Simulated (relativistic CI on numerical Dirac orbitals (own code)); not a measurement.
# Cr³⁺ in a cubic cluster: 1s photoemission with charge transfer

Computed with a charge-transfer multiplet model of a cubic metal-ligand cluster with up to 2 ligand holes, Slater and spin-orbit integrals from Dirac-Coulomb-Breit ions, Slater integrals scaled by 0.9. The ground state mixes d3 with configurations of k ligand holes L, whose averages lie at kΔ + k(k − 1)U_dd/2; a core hole lowers each added d electron by U_cd. 20 K, Lorentzian 1.1 eV and Gaussian 0.6 eV FWHM.

Atomic integrals in eV (Slater integrals scaled, ζ unscaled), ground: F2dd 9.646, F4dd 6.039, zeta_d 0.033; with the core hole: F2dd 11.182, F4dd 7.036, zeta_d 0.051, G2cd 0.056.

Cluster parameters (eV): U_dd = 5.5, U_cd = 7, 10Dq = 1.9, 10Dq(ligand) = 1.1, V(eg) = 1.75, V(t2g) = -0.77, final-state hopping factor = 1.

```csv
Case,n_d,d3,d4L,d5L2,S
Δ = 3.3 eV,3.44,0.59,0.37,0.04,1.50
Δ = 4.3 eV,3.36,0.67,0.31,0.02,1.50
Δ = 5.3 eV,3.29,0.73,0.25,0.02,1.50
```

Weights, n_d and S are thermal averages at 20 K. Binding energies count from the first peak over 30 % of the highest in each spectrum, which can be another peak from case to case. The parameters are a model scan and need not match a compound or its usual spin state. Peaks in eV (height, largest 100):
- Δ = 3.3 eV: 0.0 (100), 3.4 (24), 5.6 (9), 8.6 (27)
- Δ = 4.3 eV: 0.0 (100), 3.6 (21), 6.0 (10), 8.4 (33)
- Δ = 5.3 eV: 0.0 (100), 3.8 (20), 8.1 (30)

For the case Δ = 4.3 eV, Δ = 4.3 eV is smaller than U_dd = 5.5 eV, the charge-transfer side of the Zaanen-Sawatzky-Allen scheme. With the core hole the configuration with one ligand hole lies at Δ − U_cd = -3.7, -2.7, -1.7 eV from the one without, in the order of the table; where this is negative the screened configuration lies lower, though the effective hopping of about 3.6 eV (from the holes of the mixed ground state) mixes the two strongly wherever it is as large as the gap.
